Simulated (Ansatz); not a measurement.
A first, cheap relaxation of C₂H₇BTe.

```yaml
crystal:
  periodic: [false, false, false]
  atoms:
    - {symbol: B, position_ang: [-0.385800, 1.457600, -0.519100]}
    - {symbol: C, position_ang: [-0.059600, -0.044000, -0.430600]}
    - {symbol: C, position_ang: [0.766600, -0.312900, 0.790100]}
    - {symbol: Te, position_ang: [-1.788600, -1.187800, -0.351300]}
    - {symbol: H, position_ang: [-0.095600, 2.127600, -1.487900]}
    - {symbol: H, position_ang: [-1.053200, 2.036600, 0.330700]}
    - {symbol: H, position_ang: [0.535700, -0.330700, -1.336400]}
    - {symbol: H, position_ang: [1.102200, -1.375100, 0.837300]}
    - {symbol: H, position_ang: [0.251200, -0.032900, 1.773800]}
    - {symbol: H, position_ang: [1.744400, 0.273800, 0.783600]}
    - {symbol: H, position_ang: [-0.952000, -2.669100, -0.369500]}
basis:
  gaussian: {orbitals: def2-SVP}
hamiltonian: {xc: pbe, dispersion: d4}
relax: {f_tol: 0.03, max_steps: 200}
```

```sh
$ ansatz run in.yaml --threads 4 --pin off --events-out ev --progress --plain --max-ram 10444MiB
```

It prints (some lines left out):

```
Functional definition: PBE
mean field -10149.47381494 eV, -372.9862831385 hartree, gradient 1.8e-5 eV, S^2 0.000000; 0 other end points of the search recorded, 0 dependent functions left out
relax step   1: F+E_penalty+E_count = -10149.72343647 eV  Δ(F+E_penalty+E_count) = +0.000e0 eV  max|allowed force component| = 1.885e0 eV/Å  Δτ_max = 0.0000 Å  (28 SCF iters, accepted)
mean field -10149.66553886 eV, -372.9933288626 hartree, gradient 2.0e-5 eV, S^2 0.000000; 0 other end points of the search recorded, 0 dependent functions left out
relax step   2: F+E_penalty+E_count = -10149.90932951 eV  Δ(F+E_penalty+E_count) = -1.859e-1 eV  max|allowed force component| = 8.332e-1 eV/Å  Δτ_max = 0.1845 Å  (35 SCF iters, accepted)
mean field -10149.77218917 eV, -372.9972481895 hartree, gradient 2.0e-5 eV, S^2 0.000000; 0 other end points of the search recorded, 0 dependent functions left out
relax step   3: F+E_penalty+E_count = -10150.01514682 eV  Δ(F+E_penalty+E_count) = -1.058e-1 eV  max|allowed force component| = 2.984e-1 eV/Å  Δτ_max = 0.0851 Å  (29 SCF iters, accepted)
mean field -10149.85212197 eV, -373.0001856656 hartree, gradient 1.8e-5 eV, S^2 0.000000; 0 other end points of the search recorded, 0 dependent functions left out
relax step   4: F+E_penalty+E_count = -10150.09748986 eV  Δ(F+E_penalty+E_count) = -8.234e-2 eV  max|allowed force component| = 2.875e-1 eV/Å  Δτ_max = 0.2000 Å  (28 SCF iters, accepted)
mean field -10149.92737471 eV, -373.0029511528 hartree, gradient 1.8e-5 eV, S^2 0.000000; 0 other end points of the search recorded, 0 dependent functions left out
relax step   5: F+E_penalty+E_count = -10150.17393756 eV  Δ(F+E_penalty+E_count) = -7.645e-2 eV  max|allowed force component| = 5.383e-1 eV/Å  Δτ_max = 0.1951 Å  (29 SCF iters, accepted)
mean field -10150.01056837 eV, -373.0060084633 hartree, gradient 1.1e-5 eV, S^2 0.000000; 0 other end points of the search recorded, 0 dependent functions left out
relax step   6: F+E_penalty+E_count = -10150.25793670 eV  Δ(F+E_penalty+E_count) = -8.400e-2 eV  max|allowed force component| = 5.992e-1 eV/Å  Δτ_max = 0.1954 Å  (30 SCF iters, accepted)
mean field -10150.11507870 eV, -373.0098491471 hartree, gradient 7.6e-6 eV, S^2 0.000000; 0 other end points of the search recorded, 0 dependent functions left out
relax step   7: F+E_penalty+E_count = -10150.36342374 eV  Δ(F+E_penalty+E_count) = -1.055e-1 eV  max|allowed force component| = 5.605e-1 eV/Å  Δτ_max = 0.1937 Å  (30 SCF iters, accepted)
mean field -10150.22456284 eV, -373.0138726149 hartree, gradient 7.0e-6 eV, S^2 0.000000; 0 other end points of the search recorded, 0 dependent functions left out
relax step   8: F+E_penalty+E_count = -10150.47338725 eV  Δ(F+E_penalty+E_count) = -1.100e-1 eV  max|allowed force component| = 5.181e-1 eV/Å  Δτ_max = 0.2000 Å  (30 SCF iters, accepted)
mean field -10150.30668838 eV, -373.0168906730 hartree, gradient 8.0e-6 eV, S^2 0.000000; 0 other end points of the search recorded, 0 dependent functions left out
relax step   9: F+E_penalty+E_count = -10150.55612746 eV  Δ(F+E_penalty+E_count) = -8.274e-2 eV  max|allowed force component| = 3.634e-1 eV/Å  Δτ_max = 0.1931 Å  (30 SCF iters, accepted)
mean field -10150.36598849 eV, -373.0190699117 hartree, gradient 7.3e-6 eV, S^2 0.000000; 0 other end points of the search recorded, 0 dependent functions left out
relax step  10: F+E_penalty+E_count = -10150.61527729 eV  Δ(F+E_penalty+E_count) = -5.915e-2 eV  max|allowed force component| = 3.149e-1 eV/Å  Δτ_max = 0.2000 Å  (29 SCF iters, accepted)
mean field -10150.40104935 eV, -373.0203583747 hartree, gradient 6.1e-6 eV, S^2 0.000000; 0 other end points of the search recorded, 0 dependent functions left out
relax step  11: F+E_penalty+E_count = -10150.65115496 eV  Δ(F+E_penalty+E_count) = -3.588e-2 eV  max|allowed force component| = 3.161e-1 eV/Å  Δτ_max = 0.1949 Å  (30 SCF iters, accepted)
mean field -10150.42317798 eV, -373.0211715870 hartree, gradient 6.4e-6 eV, S^2 0.000000; 0 other end points of the search recorded, 0 dependent functions left out
relax step  12: F+E_penalty+E_count = -10150.67323808 eV  Δ(F+E_penalty+E_count) = -2.208e-2 eV  max|allowed force component| = 1.308e-1 eV/Å  Δτ_max = 0.1666 Å  (30 SCF iters, accepted)
mean field -10150.40363559 eV, -373.0204534172 hartree, gradient 2.2e-5 eV, S^2 0.000000; 0 other end points of the search recorded, 0 dependent functions left out
relax step  13: F+E_penalty+E_count = -10150.65407233 eV  Δ(F+E_penalty+E_count) = +1.917e-2 eV  max|allowed force component| = 5.544e-1 eV/Å  Δτ_max = 0.0941 Å  (29 SCF iters, rejected (line search))
mean field -10150.42514324 eV, -373.0212438087 hartree, gradient 2.2e-5 eV, S^2 0.000000; 0 other end points of the search recorded, 0 dependent functions left out
relax step  14: F+E_penalty+E_count = -10150.67544936 eV  Δ(F+E_penalty+E_count) = -2.211e-3 eV  max|allowed force component| = 1.238e-2 eV/Å  Δτ_max = 0.0470 Å  (30 SCF iters, accepted)
mean field -10150.42514324 eV, -373.0212438087 hartree, gradient 2.3e-5 eV, S^2 0.000000; 1 other end points of the search recorded, 0 dependent functions left out
Total energy: -10150.67548419 eV, -373.0304436691 hartree
Atom 0 at    -0.639699     1.063573    -0.606736 Å, force    -0.007975     0.004268     0.002516 eV/Å
Atom 1 at     0.318266    -0.111713    -0.243375 Å, force    -0.003289    -0.003859     0.001125 eV/Å
Atom 2 at     1.060203    -0.215459     1.069795 Å, force    -0.004805    -0.006746    -0.001442 eV/Å
Atom 3 at    -1.765821    -1.037052    -0.146066 Å, force     0.012377    -0.004294    -0.005937 eV/Å
Atom 4 at    -0.860204     1.347541    -1.769429 Å, force    -0.006982     0.003518    -0.006779 eV/Å
Atom 5 at    -1.002739     1.808671     0.290584 Å, force     0.006482     0.009584     0.000077 eV/Å
Atom 6 at     0.804011    -0.665593    -1.069598 Å, force     0.009607     0.000514     0.000019 eV/Å
Atom 7 at     1.345518    -1.251629     1.341798 Å, force     0.002847    -0.003363     0.003974 eV/Å
Atom 8 at     0.490415     0.231929     1.909488 Å, force     0.004434     0.001037    -0.007057 eV/Å
Atom 9 at     1.999828     0.373402     0.973736 Å, force    -0.007831    -0.000817     0.006275 eV/Å
Atom 10 at    -1.684479    -1.600571    -1.729498 Å, force    -0.004865     0.000158     0.007231 eV/Å
Dipole moment:     0.110651    -0.416681     0.092980 e Å
```

Run time 16 s (4 threads of an Arm Neoverse V2 on a shared host); peak host memory 0.15 GiB.
